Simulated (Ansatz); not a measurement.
**What each rung costs, and what it gives**

Saddle point of Si$_{2}$H$_{10}$O$_{3}$, closed shell (Si₂H₆O ([SiH3][O][SiH3]) + H₂O + H₂O → Si₂H₆O₂ ([OH][SiH2][O][SiH3]) + H₂O + H₂; bonds formed: Si1–O8, H2–H9, H7–O10; bonds broken: Si1–H2, H7–O8, H9–O10), PBE0-D4/def2-TZVP structure:

```xyz
15
angstrom
Si 1.0861 0.6612 -0.2214
H 0.0208 -0.0429 0.9464
O 1.0709 -0.8075 -0.9848
Si 0.4164 -2.2446 -0.5380
H 1.8038 1.4083 -1.3198
H 2.0068 0.8883 0.9271
H -1.3009 1.5387 0.2186
O -0.2611 1.8201 -0.3572
H -1.1006 0.2696 1.0679
O -1.9940 0.8879 0.9105
H 0.9201 -2.7009 0.7849
H -1.0688 -2.1668 -0.4792
H 0.8033 -3.2390 -1.5701
H -0.2092 2.3936 -1.1261
H -2.1937 1.3339 1.7412
```

Barriers are electronic and count from the start structure reached by relaxing down the imaginary mode.

Ansatz 0.2.0; basis: as named in each row; cores frozen in the correlated methods. B3LYP uses VWN-RPA correlation. Extrapolation: Hartree–Fock as exp(−7.88 √X), correlation as X^−2.97.

Times are rough, for one single point on 8 threads of a shared host (AMD EPYC 7B13).

The estimate by CCSD(T) at an estimated basis limit (MP2 extrapolated from triple and quadruple zeta, plus CCSD(T) − MP2 in triple zeta) is 1.373 eV.

```
      method       basis  time (s)  barrier (eV)  method less estimate
          HF      STO-3G   under 1         1.953                 0.580
      PBE-D4      STO-3G   under 1        -0.647                -2.020
       SPW92    def2-SVP   under 1         0.158                -1.215
    B3LYP-D4       6-31G   under 1         1.158                -0.215
      PBE-D4    def2-SVP   under 1         0.761                -0.612
     PBE0-D4    def2-SVP   under 1         0.993                -0.380
       SPW92  def2-TZVPP         1         0.343                -1.030
      PBE-D4  def2-TZVPP         2         0.919                -0.454
     BLYP-D4  def2-TZVPP         2         1.151                -0.222
    B3LYP-D4  def2-TZVPP         2         1.260                -0.112
    BHLYP-D4  def2-TZVPP         2         1.472                 0.099
     wB97M-V    def2-SVP         2         1.132                -0.240
CAM-B3LYP-D4  def2-TZVPP         2         1.254                -0.119
   r2SCAN-D4  def2-TZVPP         2         0.985                -0.388
     PBE0-D4  def2-TZVPP         2         1.091                -0.282
  r2SCAN0-D4  def2-TZVPP         3         1.124                -0.249
      B2PLYP  def2-TZVPP         4         1.355                -0.018
  RPA on PBE  def2-TZVPP         4         1.406                 0.033
    PBE-QIDH  def2-TZVPP         4         1.236                -0.136
     wB97X-V  def2-TZVPP         5         1.303                -0.070
      B97M-V  def2-TZVPP         5         1.147                -0.226
     wB97M-V  def2-TZVPP         5         1.283                -0.089
     CCSD(T)    def2-SVP         6         1.444                 0.072
         MP2  def2-QZVPP        19         1.289                -0.084
     CCSD(T)  def2-TZVPP       190         1.365                -0.007
```

All methods are single points on the PBE0-D4 structures; a negative value means that the method puts the saddle structure below the start.

The T1 diagnostic stays at or below 0.012.

Labels in which every atom is bracketed show which atoms are joined, not bond orders.
